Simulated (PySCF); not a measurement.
## Magnetisability: `C[C@@]1(C(=O)O)CC=C(Cl)O1`, C$_{6}$H$_{7}$ClO$_{3}$

Geometry:
| atom | x (Å) | y (Å) | z (Å) |
| --- | --- | --- | --- |
| C1 | -0.735 | 1.116 | -1.115 |
| C2 | -0.184 | 0.307 | 0.056 |
| C3 | -1.287 | 0.008 | 1.074 |
| O4 | -1.212 | 0.200 | 2.252 |
| O5 | -2.357 | -0.546 | 0.490 |
| C6 | 0.484 | -1.029 | -0.374 |
| C7 | 1.843 | -0.907 | 0.251 |
| C8 | 1.930 | 0.285 | 0.829 |
| Cl9 | 3.233 | 0.977 | 1.664 |
| O10 | 0.828 | 1.071 | 0.722 |
| H11 | -1.530 | 0.562 | -1.604 |
| H12 | 0.065 | 1.314 | -1.824 |
| H13 | -1.122 | 2.065 | -0.753 |
| H14 | -3.036 | -0.743 | 1.156 |
| H15 | -0.068 | -1.896 | -0.005 |
| H16 | 0.543 | -1.107 | -1.463 |
| H17 | 2.598 | -1.664 | 0.213 |

Level of theory: GIAO B3LYP/pcSseg-1 magnetisability, rotational g tensor and spin-rotation constants, non-relativistic, gas phase (PySCF). Geometry: GFN2-xTB.

**Question.** What are the magnetisability and the molar susceptibility?

**Answer.** Isotropic -1474 × 10⁻³⁰ J/T², or -88.8 × 10⁻⁶ cm³/mol; principal values -1531, -1489, -1403 × 10⁻³⁰ J/T², anisotropy 114 × 10⁻³⁰ J/T² (root of half the summed squared differences of the principal values). The susceptibility is in cgs units.

**Question.** Split it along the inertial axes a, b, c into diamagnetic and paramagnetic parts about the centre of mass, with the quadrupole moment.

**Answer.** 
| axis | χ (10⁻⁶ cm³/mol) | diamagnetic (10⁻⁶ cm³/mol) | paramagnetic (10⁻⁶ cm³/mol) | summed x² of all electrons (Å²) | quadrupole Θ (D Å) |
| --- | --- | --- | --- | --- | --- |
| a | -89.0 | -662.2 | 573.3 | 322.7 | +7.43 |
| b | -85.2 | -1639.1 | 1553.8 | 92.5 | -7.45 |
| c | -92.2 | -1761.3 | 1669.2 | 63.6 | +0.03 |

Anisotropies 2χaa − χbb − χcc = -0.5 and 2χbb − χaa − χcc = +10.7 × 10⁻⁶ cm³/mol. Θ is traceless in Buckingham's convention.

**Question.** And the rotational g tensor?

**Answer.** 
```csv
axis,rotational constant (GHz),g,nuclear part,electronic part
a,2.2618,-0.0284,0.5808,-0.6091
b,0.7354,-0.0075,0.5293,-0.5369
c,0.6798,-0.0061,0.5270,-0.5331
```
Asymmetric top; isotopes 12C, 35Cl, 1H, 16O; no vibrational averaging.
